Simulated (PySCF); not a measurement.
These are B3LYP-D3(BJ)/def2-TZVP // PBE0-D4/def2-SVP (PySCF) values and carry that method's errors. Gas-phase values, no solvent. B3LYP has the VWN-RPA correlation part, as in Gaussian. Excitations are Tamm–Dancoff values on a coarser integration grid. The basis has no diffuse functions, so Rydberg states are missing or too high.

Reference species: [In(H)3(NH3)] (neutral, multiplicity 1).

```json
{
  "dipole_moment": "4.80 D",
  "S1 excitation (TDA)": "5.38 eV",
  "S1 oscillator strength": "0.002"
}
```

Changed species: [In(H)3(NCH)] (adduct with NCH; the reference has adduct with NH3).

What does the change do to the dipole moment, S1 excitation (TDA) and S1 oscillator strength?

the dipole moment goes up by 0.75 D, to 5.55 D; the S1 excitation (TDA) falls by 0.26 eV, to 5.12 eV; the S1 oscillator strength is nearly the same.
